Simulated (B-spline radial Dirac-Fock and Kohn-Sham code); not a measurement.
Photoemission from Pb⁴⁺ at Ga Kα (9251.7 eV), detector at θ = 54.7°, φ = 180°

System: lead as Pb⁴⁺, configuration [Xe] 4f14 5d10. Calculated with a B-spline atomic structure program, using Dirac-Hartree-Slater photoionisation with a Latter tail; cross sections with all multipoles, angular parameters from the dipole term and its interference with E2. Thresholds are orbital energies of the model. For linearly polarised light dσ/dΩ = σ/(4π) [1 + β P₂(cos θ) + (δ + γ cos²θ) sin θ cos φ], with θ from the polarisation vector and φ the angle between the beam and the projection of the electron momentum on the plane normal to the polarisation. The dipole factor is 1 + βP₂ and the non-dipole term is the rest of the bracket. Open shells are filled statistically over j.

Input file task.json (cfg lists n, l and occupation; rrms is the nuclear radius in fm):

```json
{"items": [{
  "Z": 82,
  "q": 4,
  "cfg": [[1, 0, 2], [2, 0, 2], [2, 1, 6], [3, 0, 2], [3, 1, 6], [3, 2, 10], [4, 0, 2], [4, 1, 6], [4, 2, 10], [4, 3, 14], [5, 0, 2], [5, 1, 6], [5, 2, 10]],
  "A": 208,
  "rrms": 5.5012,
  "do": "xps",
  "hv": [63.2, 100, 119.0, 150, 164.0, 216.0, 227.0, 311.0, 492.0, 525.0, 611.0, 651.0, 726.0, 733.0, 832.0, 1080.0, 1253.6, 1280.0, 1486.9, 2600.0, 2790.0, 2830.0, 2984.4, 3230.0, 5414.7, 5820.0, 9251.7, 11600.0, 12000, 12300.0]
}]}
```

Command: `python xray2_run.py task.json out`

```
subshell  threshold (eV)  σ (kb)     β      γ       δ  dipole factor  non-dipole term  dσ/dΩ (kb/sr)
      3s          3868.5    5.07  1.91  -0.02  -0.004          1.002           +0.008          0.407
   3p1/2          3593.6    6.87  1.59   0.15   0.002          1.001           -0.043          0.524
   3p3/2          3098.0    12.1  1.70   0.23   0.026          1.001           -0.085          0.885
   3d3/2          2638.1    7.43  1.28   1.13   0.149          1.001           -0.430          0.338
   3d5/2          2532.0    9.65  1.17   1.17   0.162          1.001           -0.451          0.423
      4s           920.5    1.44  1.92  -0.16  -0.004          1.002           +0.048          0.120
   4p1/2           799.8    1.70  1.63   0.36  -0.002          1.001           -0.096          0.122
   4p3/2           677.7    2.88  1.74   0.45   0.022          1.002           -0.141          0.197
   4d3/2           478.6    1.53  1.29   1.29   0.129          1.001           -0.457         0.0662
   4d5/2           455.6    1.97  1.14   1.29   0.150          1.001           -0.473         0.0829
   4f5/2           196.1   0.185  0.76   1.54   0.394          1.001           -0.742        0.00381
   4f7/2           190.8   0.225  0.73   1.52   0.408          1.001           -0.748        0.00452
      5s           196.1   0.320  1.92  -0.17  -0.004          1.002           +0.050         0.0268
   5p1/2           154.1   0.332  1.63   0.40  -0.002          1.001           -0.108         0.0236
   5p3/2           130.6   0.542  1.75   0.50   0.021          1.002           -0.153         0.0366
   5d3/2           71.07   0.198  1.29   1.31   0.126          1.001           -0.461        0.00851
   5d5/2           68.09   0.251  1.14   1.31   0.148          1.001           -0.477         0.0105
```
